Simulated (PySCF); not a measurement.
C2H6SSi.
SMILES with atom numbers: `[CH2:1]=[CH:2][S:3][SiH3:4]` (hydrogens: H5, H6 on C1; H7 on C2; H8, H9, H10 on Si4)

Structure used (PBE0-D3(BJ)/def2-SVP), in Å, numbered top down from 1:
```
atom  x, y, z in Å
C1     1.5210   -0.4707    0.1141
C2     1.1838    0.7410   -0.3350
S3    -0.4086    1.4759   -0.4910
Si4   -1.7330   -0.0647    0.2135
H5     2.5735   -0.7623    0.1407
H6     0.7948   -1.2086    0.4666
H7     1.9602    1.4357   -0.6739
H8    -1.6274   -1.2990   -0.6199
H9    -1.4559   -0.4163    1.6378
H10   -3.0861    0.5429    0.0798
```

Computed with core-valence-separated Tamm–Dancoff BHandHLYP/aug-pcX-1 (pcseg-1 on H, def2-SVPD on Si, def2-SVPD on S) in PySCF, non-relativistic, gas phase, PBE0-D3(BJ)/def2-SVP geometry. No empirical shift is added; at this level the pattern usually sits a few eV under experiment.

**Question.** List the carbon K-edge absorption lines.

**Answer.** 
| E (eV) | f | core hole on | main final orbital | polarisation |
| --- | --- | --- | --- | --- |
| 282.70 | 0.0565 | C1 | LUMO+1 (79 %) | normal to the local trigonal plane |
| 283.43 | 0.0646 | C2 | LUMO+1 (83 %) | normal to the local trigonal plane |
| 285.83 | 0.0110 | C1 | LUMO+2 (75 %) | in the local trigonal plane |
| 285.94 | 0.0386 | C2 | spread | in the local trigonal plane |
| 286.25 | 0.0306 | C1 | LUMO+5 (58 %) | in the local trigonal plane |
| 286.55 | 0.0010 | C1 | LUMO (75 %) | in the local trigonal plane |
| 286.76 | 0.0213 | C2 | LUMO+2 (57 %) | in the local trigonal plane |
| 287.18 | 0.0009 | C1 | LUMO+3 (79 %) | – |
| 287.43 | 0.0098 | C1 | LUMO+4/LUMO+7 (2 roots, f summed) | mixed |
| 287.61 | 0.0010 | C2 | LUMO (73 %) | in the local trigonal plane |

The first line with a tenth or more of the strongest one's intensity is at 282.70 eV (f = 0.056), with the hole on C1 (terminal =CH2 carbon), polarised normal to the local trigonal plane: a 1s→π* resonance. The strongest listed is at 283.43 eV (f = 0.065; C2, 1s→π*).

Roots within 0.03 eV whose holes lie on the same, on equivalent or on shared atoms are summed into one line, and the highest roots are left out, as the search may have cut off their partners. Final orbitals are the ground state's empty Kohn–Sham orbitals. A dash: too weak, shared between unlike atoms, or no plane or axis to refer to.

**Question.** What is the summed oscillator strength of the listed C K lines, and their intensity-weighted mean energy?

**Answer.** Σf = 0.235 over 10 lines from 282.70 to 287.61 eV; the weighted mean is 284.66 eV. The strongest line holds 27 % of the sum.

Only the lowest roots of each edge were sought.

One conformer stands for the species.
